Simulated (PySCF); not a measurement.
Record of a relaxation.

Species: MoCl4 (triplet state).
Bonds: Mo1–Cl2, Mo1–Cl3, Mo1–Cl4, Mo1–Cl5.

Computed by this run: PBE0-D3(BJ)/def2-SVP geometry optimisation, gas phase, def2 core potentials past Kr in PySCF; unrestricted, density fitting, grid level 1; the optimiser is geomeTRIC in internal coordinates, started from a GFN2-xTB structure with every atom displaced at random (about 0.03 Å). The frame can shift and turn from step to step; on so coarse a grid that alone can change the energy by a few meV, and forces under 0.02 eV/Å are noise.

Step 0: E = -51919.1003 eV, largest atomic force 2.666 eV/Å
```
atom  x, y, z in Å  |  force x, y, z in eV/Å
Mo1     0.082   -0.082    0.024   -2.580   0.669  -0.017
Cl2    -0.001   -0.031    2.242    0.057  -0.012   0.491
Cl3     2.062    0.012   -0.777    2.080  -0.019  -0.721
Cl4    -0.978    1.808   -0.753    0.350  -0.613   0.250
Cl5    -1.091   -1.817   -0.797    0.094  -0.026  -0.004
```

Step 1: E = -51919.2486 eV, largest atomic force 0.296 eV/Å
```
atom  x, y, z in Å  |  force x, y, z in eV/Å
Mo1     0.043   -0.059    0.015   -0.259   0.140  -0.036
Cl2    -0.025   -0.021    2.262    0.038  -0.025  -0.060
Cl3     2.134   -0.007   -0.780    0.057  -0.072   0.051
Cl4    -0.980    1.791   -0.754    0.055  -0.073   0.023
Cl5    -1.097   -1.814   -0.806    0.109   0.030   0.022
```

Step 2: E = -51919.2546 eV, largest atomic force 0.075 eV/Å
```
atom  x, y, z in Å  |  force x, y, z in eV/Å
Mo1     0.029   -0.047    0.011   -0.035   0.061  -0.014
Cl2    -0.035   -0.021    2.255    0.019  -0.021  -0.001
Cl3     2.137   -0.026   -0.751   -0.023  -0.043   0.057
Cl4    -0.978    1.798   -0.766   -0.009   0.037  -0.028
Cl5    -1.079   -1.814   -0.811    0.047  -0.034  -0.014
```

Step 3: E = -51919.2584 eV, largest atomic force 0.095 eV/Å
```
atom  x, y, z in Å  |  force x, y, z in eV/Å
Mo1     0.006   -0.025    0.005    0.095   0.009   0.003
Cl2    -0.056   -0.026    2.248   -0.015  -0.013   0.017
Cl3     2.140   -0.056   -0.689   -0.065   0.010   0.029
Cl4    -0.977    1.821   -0.798   -0.013   0.021  -0.026
Cl5    -1.037   -1.825   -0.828   -0.002  -0.028  -0.022
```

Step 4: E = -51919.2586 eV, largest atomic force 0.054 eV/Å
```
atom  x, y, z in Å  |  force x, y, z in eV/Å
Mo1     0.003   -0.021    0.005    0.052  -0.006   0.013
Cl2    -0.069   -0.032    2.248   -0.020  -0.009   0.006
Cl3     2.140   -0.054   -0.669   -0.023   0.015   0.009
Cl4    -0.977    1.824   -0.809   -0.007   0.002  -0.017
Cl5    -1.021   -1.828   -0.837   -0.001  -0.003  -0.012
```

Step 5: E = -51919.2585 eV, largest atomic force 0.049 eV/Å
```
atom  x, y, z in Å  |  force x, y, z in eV/Å
Mo1     0.002   -0.016    0.007   -0.022  -0.015   0.023
Cl2    -0.101   -0.044    2.250   -0.023  -0.002  -0.010
Cl3     2.145   -0.040   -0.636    0.045   0.014  -0.015
Cl4    -0.978    1.821   -0.827    0.002  -0.023   0.000
Cl5    -0.993   -1.830   -0.856   -0.002   0.025   0.002
```

Step 6: E = -51919.2587 eV, largest atomic force 0.040 eV/Å
```
atom  x, y, z in Å  |  force x, y, z in eV/Å
Mo1     0.004   -0.017    0.008   -0.021  -0.010   0.018
Cl2    -0.107   -0.046    2.251   -0.020  -0.001  -0.008
Cl3     2.148   -0.037   -0.636    0.038   0.010  -0.011
Cl4    -0.977    1.818   -0.828    0.003  -0.020   0.001
Cl5    -0.993   -1.828   -0.858    0.001   0.021   0.001
```

Step 7: E = -51919.2589 eV, largest atomic force 0.022 eV/Å
```
atom  x, y, z in Å  |  force x, y, z in eV/Å
Mo1     0.006   -0.018    0.009   -0.004  -0.007   0.013
Cl2    -0.110   -0.046    2.252   -0.018  -0.001  -0.005
Cl3     2.151   -0.034   -0.637    0.021   0.007  -0.004
Cl4    -0.977    1.814   -0.828    0.000  -0.013  -0.002
Cl5    -0.994   -1.826   -0.858    0.001   0.013  -0.002
```

Problem. Summarise the path.

Solution. The energy falls by 15.30 kJ/mol from step 0 to step 7; nine tenths of that is first reached at step 1. It never rises by more than 0.2 meV. The largest force goes from 2.666 to 0.022 eV/Å. Among the bonds Mo1–Cl3 changes most, from 2.137 to 2.239 Å; the atoms move by 0.063 Å rms after alignment.

The cost below is that of the whole optimisation. Time: 1.8 min; peak memory 0.48 GiB. Hardware: one thread of an Arm Neoverse V2, shared host with 32 logical CPUs at a one-minute load of 30.
